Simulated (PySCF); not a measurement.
## How methods differ on the ionisation energy of Ti²⁺

Ti²⁺ [Ar] 3d2 (3F) → Ti³⁺ [Ar] 3d1 (2D), as a difference of total energies. Computed with PySCF 2.14 in aug-cc-pwCVTZ, with the non-relativistic Hamiltonian (point nucleus). Correlated levels: nothing frozen. The calculations carry no spin-orbit coupling.

```csv
method,ionisation energy (eV)
UHF,26.775
MP2 (all electrons),27.494
SCS-MP2 (all electrons),27.372
CCSD (all electrons),27.454
CCSD(T) (all electrons),27.469
```

Question: How much does correlation contribute at CCSD(T) (all electrons)?

Answer: 27.469 − (26.775) = 0.694 eV, measured against UHF.

These non-relativistic numbers lack the scalar-relativistic shift.

Errors of the correlated levels include the incompleteness of this basis.

For comparison: 27.492 eV (measured; NIST Atomic Spectra Database, ionization energies).
